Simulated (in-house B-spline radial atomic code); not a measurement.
# TDHF excitations of Li⁺

Method: TDHF. Computed with an all-electron radial atomic-structure program (B-spline basis): linear response of the closed shell 1s2 with bare exchange (time-dependent Hartree-Fock); non-relativistic, point nucleus, no spin-orbit coupling, no double excitations, S, P, D and F terms only.

Command:
```bash
python run_td.py task.json out
```
Settings (radii: box in bohr, nucleus in fm):
```
Z                        3
electrons                2
configuration            1s2
hamiltonian              nr
method                   hf
box_radius               41.61
intervals                48
```

Time taken, with all properties: 0.1 s on 1 thread of Arm Neoverse N1 (shared host).

The lowest states, in the order of their Tamm-Dancoff energies; the method's threshold (minus the highest occupied level) is 75.98 eV. Labels give the largest channel, * marks a mixed state, and oscillator strengths are full-response dipole values. Measured ¹D terms are left out, since they can mix with doubly excited terms. Energies in eV:

```csv
state,full response,Tamm-Dancoff,oscillator strength,measured (J-weighted term)
1s → 2s 3S,58.85,58.94,-,59.021
1s → 2p 3P,61.40,61.43,-,61.281
1s → 2s 1S,61.41,61.45,-,-
1s → 2p 1P,62.72,62.73,0.444,62.216
1s → 3s 3S,69.03,69.05,-,68.781
1s → 3s 1S,69.65,69.66,-,69.279
1s → 3p 3P,?,?,-,?
1s → 3d 3D,69.93,69.93,-,-
1s → 3d 1D,69.94,69.94,-,-
1s → 3p 1P,70.03,70.03,0.111,69.648
1s → 4s 3S,72.22,72.22,-,-
1s → 4s 1S,72.46,72.47,-,-
1s → 4p 3P,72.47,72.47,-,-
1s → 4d 3D,72.58,72.58,-,-
1s → 4f 3F,72.58,72.58,-,-
1s → 4f 1F,72.58,72.58,-,-
1s → 4d 1D,72.58,72.58,-,-
1s → 4p 1P,?,?,?,-
```

Q: Where does 1s → 4p 1P lie?

A: At 72.62 eV in full response, 72.62 eV in Tamm-Dancoff, oscillator strength 0.0441.

Q: Where does 1s → 3p 3P lie?

A: At 69.66 eV in full response, 69.67 eV in Tamm-Dancoff; measured 69.369 eV.

Q: How large is the singlet-triplet splitting of 1s → 2s (S terms) in Tamm-Dancoff?

A: 2.51 eV, from the unrounded values.

Q: What polarisabilities and dispersion coefficient does the method give?

A: Dipole 0.1895 bohr³, quadrupole 0.112 bohr⁵, C6 0.07665 hartree·bohr⁶ for two such species.
